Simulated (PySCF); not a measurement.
Shifts of the heteroatoms

Geometry:
| atom | x (Å) | y (Å) | z (Å) |
| --- | --- | --- | --- |
| O1 | 0.939 | -0.682 | -0.268 |
| B2 | -0.217 | -0.006 | 0.050 |
| O3 | -0.342 | 1.353 | 0.122 |
| O4 | -1.336 | -0.732 | 0.316 |
| H5 | 1.706 | -0.137 | -0.441 |
| H6 | 0.455 | 1.848 | -0.068 |
| H7 | -1.172 | -1.674 | 0.242 |

[PySCF: coordinates at the PBE0-D3(BJ)/def2-TZVP level; shieldings: GIAO B97-2/pcSseg-2; one averaged value for each set of equivalent atoms; non-relativistic Hamiltonian; in vacuum; a single conformation]

(1) What are the 11B shifts?

(2) What are the 17O shifts?

## Answers

(1) 
```csv
atoms,environment,σ (ppm),δ (ppm)
B2,boron bonded to 3 O,82.3,17.7
```

Shieldings were converted by a linear fit to measured shifts: 11B: δ = 98.64 − 0.983σ (rms 2.4 ppm, 15 shifts, 9.8 ppm with the 3 outliers that the fit left out vs BF3·OEt2, solution or neat liquid). Occasional misses reach two or three times the rms, and more in compound classes unlike the fitted ones.

On a 500 MHz spectrometer 11B resonates near 160.4 MHz, so 1 ppm is 160.4 Hz.

(2) 
| atoms | environment | σ (ppm) | δ (ppm) |
| --- | --- | --- | --- |
| O1/O3/O4 | oxygen bonded to B, H | 251.6 | 35.7 |

Shieldings were converted by a linear fit to measured shifts: 17O (scatter 12.2 ppm rms vs liquid water, solution or neat liquid). A few per cent of atoms miss by over 2 rms, more outside the fitted compound classes.

On a 500 MHz spectrometer 17O resonates near 67.8 MHz, so 1 ppm is 67.8 Hz.
